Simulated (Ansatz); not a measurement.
CH4AlClOSe, relaxed with RKS PBE0-D4/def2-TZVP in Ansatz 0.2.0 from a PBE-D4/def2-SVP geometry. The force threshold is 0.005 eV/Å; the program also tests the step.

Charge 0, multiplicity 1. The bonds changed during the relaxation, so this is another structure than the one it started from.

Start:

```xyz
9

O    -1.556   -0.677    0.527
C    -0.577   -0.552   -0.341
Al    1.384   -0.260    0.134
Cl   -1.113   -0.658   -2.012
Se    0.387    1.986   -0.180
H    -2.438   -0.612    0.088
H     1.683   -0.612    1.665
H     2.320   -0.625   -1.108
H    -0.090    2.009    1.227
```

| step | energy (eV) | largest force (eV/Å) | largest move (Å) |
| --- | --- | --- | --- |
| 1 | -87601.5878 | 0.860 | 0.000 |
| 2 | -87601.6074 | 0.383 | 0.085 |
| 3 | -87601.6177 | 0.211 | 0.032 |
| 4 | -87601.6194 | 0.161 | 0.006 |
| 5 | -87601.6214 | 0.061 | 0.013 |
| 6 | -87601.6215 | 0.062 | 0.010 |
| 7 | -87601.6219 | 0.024 | 0.007 |
| 8 | -87601.6220 | 0.019 | 0.007 |
| 9 | -87601.6222 | 0.030 | 0.014 |
| 10 | -87601.6223 | 0.029 | 0.013 |
| 11 | -87601.6223 | 0.017 | 0.009 |
| 12 | -87601.6224 | 0.007 | 0.005 |
| 13 | -87601.6224 | 0.003 | 0.001 |

End:

```xyz
9

O    -1.547   -0.676    0.508
C    -0.575   -0.564   -0.344
Al    1.375   -0.237    0.134
Cl   -1.094   -0.659   -1.990
Se    0.376    1.973   -0.173
H    -2.421   -0.613    0.088
H     1.661   -0.605    1.649
H     2.289   -0.627   -1.100
H    -0.064    2.007    1.229
```

It took 65 s on 4 threads of an Intel Xeon Platinum 8259CL on a shared host, with 0.71 GiB of host memory at the peak.
